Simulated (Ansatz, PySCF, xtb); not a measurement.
Gas-phase reaction R1 → P1 + P2, each structure at its B3LYP-D3(BJ)/def2-TZVP stationary point, reached from a drawn start (curvature not checked).
R1, GaH3 (SMILES [GaH3]) (charge 0, multiplicity 1):
```xyz
4

Ga     0.0000     0.0000     0.0001
H      1.5698    -0.0098    -0.0094
H     -0.7764     1.3643    -0.0016
H     -0.7933    -1.3545     0.0110
```
P1, GaH (SMILES [GaH]) (charge 0, multiplicity 1):
```tsv
atom	x (Å)	y (Å)	z (Å)
Ga	-0.0099	-0.0198	-0.8442
H	0.0099	0.0198	0.8442
```
P2: H2 (SMILES [H][H]), charge 0, multiplicity 1.

P less R. No zero-point or thermal terms; no spin–orbit coupling.

Correlated levels freeze the cores. In cc and def2 sets filled d and f shells under p-block atoms count as core.

Programs: Ansatz (Gaussian orbitals); PySCF for the D3/D4 terms; xtb for the GFN methods. All values are computed, each at the level named.

```csv
level,reaction energy (kJ/mol)
GFN1-xTB,207.0
PBE-D3(BJ)/def2-TZVPP,79.4
BLYP-D4/def2-TZVPP,56.6
r2SCAN-D3(BJ)/def2-TZVPP,98.4
BHLYP/def2-TZVPP,81.2
CAM-B3LYP/def2-TZVPP,85.9
SCS-MP2/cc-pVTZ,79.3
SCS-MP2/cc-pVQZ,82.5
CCSD(T)/cc-pVQZ,___
```

Complete the blanks.


- CCSD(T)/cc-pVQZ, reaction energy (kJ/mol): 77.6

Ansatz is a program for electronic structure.
